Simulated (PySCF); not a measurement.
Job file and geometry (Å, from GFN2-xTB) of an NMR shielding run on SMILES C(OC(=C)S[SiH3])(C)=O, C4H8O2SSi, PySCF 2.14.0, density-fitted response routines, GIAO PBE0/pcSseg-1 NMR shielding, non-relativistic, gas phase; density fitting, a coarse starting grid and PySCF grid level 2 are the driver's defaults:

```
{"job": {"kind": "nmr", "xc": "PBE0", "basis": "pcSseg-1"}, "charge": 0, "multiplicity": 1}
C      0.421442    -0.737139     2.345631
C      0.119112     0.089404     1.358278
O     -1.056542    -0.091693     0.636584
C     -1.023235    -0.185721    -0.691162
C     -2.406863    -0.267457    -1.271250
O     -0.010031    -0.213328    -1.346930
S      1.066760     1.526578     0.971011
Si     2.275924     0.777183    -0.686656
H      1.292005    -0.563428     2.948187
H     -0.198521    -1.586367     2.574341
H     -2.610752     0.657010    -1.808877
H     -2.453306    -1.087568    -1.983224
H     -3.141312    -0.400522    -0.483361
H      2.394301    -0.657802    -0.510122
H      3.551511     1.408798    -0.345530
H      1.771907     1.340995    -1.923092
```

**Question.** What does the program print?

**Answer.** 
```
coarse grid: 14728 points
cycle   1  E = -994.4743857681  dE =  1.212e+00  |g| = 8.939e-01  |ddm| = 3.687e+00
cycle   2  E = -994.1462441597  dE =  3.281e-01  |g| = 1.599e+00  |ddm| = 1.583e+00
cycle   3  E = -994.6127185933  dE = -4.665e-01  |g| = 2.861e-01  |ddm| = 1.168e+00
cycle   4  E = -994.6278786849  dE = -1.516e-02  |g| = 7.820e-02  |ddm| = 2.472e-01
cycle   5  E = -994.6288074574  dE = -9.288e-04  |g| = 2.420e-02  |ddm| = 5.531e-02
cycle   6  E = -994.6289358706  dE = -1.284e-04  |g| = 4.272e-03  |ddm| = 2.323e-02
cycle   7  E = -994.6289392262  dE = -3.356e-06  |g| = 1.742e-03  |ddm| = 4.637e-03
final grid: 133896 points
cycle   8  E = -994.6983702177  dE = -1.667e-05  |g| = 1.405e-02  |ddm| = 2.694e-02
cycle   9  E = -994.6983178803  dE =  5.234e-05  |g| = 2.182e-02  |ddm| = 2.255e-02
cycle  10  E = -994.6984061455  dE = -8.827e-05  |g| = 2.414e-03  |ddm| = 1.445e-02
cycle  11  E = -994.6984072362  dE = -1.091e-06  |g| = 4.399e-04  |ddm| = 1.825e-03
cycle  12  E = -994.6984072660  dE = -2.980e-08  |g| = 1.665e-04  |ddm| = 4.010e-04
cycle  13  E = -994.6984072711  dE = -5.085e-09  |g| = 5.810e-05  |ddm| = 1.802e-04
cycle  14  E = -994.6984072719  dE = -7.892e-10  |g| = 1.492e-05  |ddm| = 7.053e-05
converged SCF energy = -994.6984072719

GIAO shielding tensors (ppm)
atom      isotropic    diamagn.    paramagn.     s11        s22        s33       span
  0 C       69.004     254.960    -185.956    -35.100     96.311    145.800    180.900
  1 C       22.656     259.002    -236.346    -84.033     70.812     81.188    165.221
  2 O       42.571     404.697    -362.126    -76.827     70.657    133.882    210.709
  3 C        9.375     253.913    -244.539    -89.709     45.711     72.122    161.832
  4 C      163.211     249.824     -86.613    144.091    152.295    193.247     49.156
  5 O     -117.402     406.746    -524.148   -404.156   -218.967    270.916    675.072
  6 S      585.812    1058.420    -472.608    382.967    513.536    860.934    477.967
  7 Si     389.624     878.277    -488.653    330.711    388.382    449.778    119.067
  8 H       26.129      31.066      -4.937     22.996     24.221     31.170      8.174
  9 H       26.193      31.737      -5.544     22.587     24.552     31.438      8.851
 10 H       29.385      28.027       1.358     26.257     27.629     34.270      8.013
 11 H       29.579      27.998       1.581     26.047     27.703     34.987      8.941
 12 H       29.675      29.191       0.484     25.155     29.372     34.499      9.343
 13 H       26.808      29.956      -3.147     24.336     25.559     30.530      6.194
 14 H       27.035      28.561      -1.525     22.905     25.449     32.752      9.848
 15 H       26.680      29.568      -2.887     22.649     25.723     31.669      9.020
```

**Question.** Turn these shieldings into chemical shifts. Chemical shifts δ = σref − σ; ¹³C (186.93 ppm) and ²⁹Si (349.16 ppm) and ¹H (31.72 ppm) vs TMS; H2O for ¹⁷O (336.08 ppm); CS2 for ³³S (503.73 ppm), all at this level.

**Answer.** Averaging equivalent atoms: C 3: 177.6; C 1: 164.3; C 0: 117.9; C 4: 23.7; O 5: 453.5; O 2: 293.5; S 6: -82; Si 7: -40.5; H 8: 5.59; H 9: 5.52; H 13/14/15: 4.88; H 10/11/12: 2.17 ppm. Unscaled 17O shifts of doubly bonded oxygen tend to come out too high, by tens of ppm or more. Experimental scales use liquid or dissolved standards, which lie at an offset from isolated H2O (liquid H2O: subtract about 36 ppm).

Size and cost of the density-fitted run: 190 basis functions, 28 s wall time on 1 thread of an Arm Neoverse V2, shared host.
